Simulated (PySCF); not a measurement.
Cl₃Ge, SMILES [Cl][Ge]([Cl])[Cl] (connectivity only; charge and spin as stated), charge +1, multiplicity 1. Atoms are numbered in the order given.

```xyz
4

Cl     2.0739     0.0000     0.0000
Ge     0.0000     0.0000     0.0000
Cl    -1.0370    -1.7961     0.0000
Cl    -1.0370     1.7961     0.0000
```
Charge +1, spin multiplicity 1.

The structure is a stationary point at B3LYP-D3(BJ)/def2-SVP. The multiplicity is an assumed one; other spin states were not compared. The isomer is the one that the SMILES or the coordinates give; other isomers of the formula were not compared.

The numbers are results of TDA-LC-ωPBE/def2-SVPD (PySCF), not measurements.

Vertical excitations; the highest root listed may be one member of a degenerate set. Gas-phase values at a fixed geometry. State labels are in the subgroup C2v.

```json
[
 {"state": "S1", "symmetry": "B1", "energy (eV)": "5.60", "λ (nm)": "221", "f": "0.000", "main pairs": "HOMO→LUMO 96 %"},
 {"state": "S2", "symmetry": "A2", "energy (eV)": "5.87", "λ (nm)": "211", "f": "0.000", "main pairs": "HOMO→LUMO+1 99 %"},
 {"state": "S3", "symmetry": "B2", "energy (eV)": "5.89", "λ (nm)": "210", "f": "0.000", "main pairs": "HOMO−2→LUMO (degenerate set)"},
 {"state": "S4", "symmetry": "A2", "energy (eV)": "5.89", "λ (nm)": "210", "f": "0.000", "main pairs": "HOMO−1→LUMO (degenerate set)"},
 {"state": "S5", "symmetry": "B1", "energy (eV)": "6.14", "λ (nm)": "202", "f": "0.008", "main pairs": "HOMO−4→LUMO, HOMO−1→LUMO+1 (degenerate set)"},
 {"state": "S6", "symmetry": "A1", "energy (eV)": "6.14", "λ (nm)": "202", "f": "0.008", "main pairs": "HOMO−3→LUMO, HOMO−2→LUMO+1 (degenerate set)"},
 {"state": "S7", "symmetry": "B2", "energy (eV)": "6.34", "λ (nm)": "196", "f": "0.000", "main pairs": "HOMO−3→LUMO+1 (degenerate set)"},
 {"state": "S8", "symmetry": "A2", "energy (eV)": "6.34", "λ (nm)": "196", "f": "0.000", "main pairs": "HOMO−4→LUMO+1 (degenerate set)"},
 {"state": "S9", "symmetry": "A1", "energy (eV)": "6.80", "λ (nm)": "182", "f": "0.098", "main pairs": "HOMO−2→LUMO+1, HOMO−3→LUMO, HOMO−7→LUMO (degenerate set)"},
 {"state": "S10", "symmetry": "B1", "energy (eV)": "6.80", "λ (nm)": "182", "f": "0.098", "main pairs": "HOMO−1→LUMO+1, HOMO−4→LUMO, HOMO−6→LUMO (degenerate set)"},
 {"state": "T1", "symmetry": "B1", "energy (eV)": "5.00", "λ (nm)": "248", "f": "0", "main pairs": "HOMO→LUMO 93 %"},
 {"state": "T2", "symmetry": "B2", "energy (eV)": "5.33", "λ (nm)": "233", "f": "0", "main pairs": "HOMO−2→LUMO (degenerate set)"},
 {"state": "T3", "symmetry": "A2", "energy (eV)": "5.33", "λ (nm)": "233", "f": "0", "main pairs": "HOMO−1→LUMO (degenerate set)"},
 {"state": "T4", "symmetry": "A1", "energy (eV)": "5.43", "λ (nm)": "228", "f": "0", "main pairs": "HOMO−3→LUMO 91 %"}
]
```
Triplets are in the Tamm–Dancoff approximation.
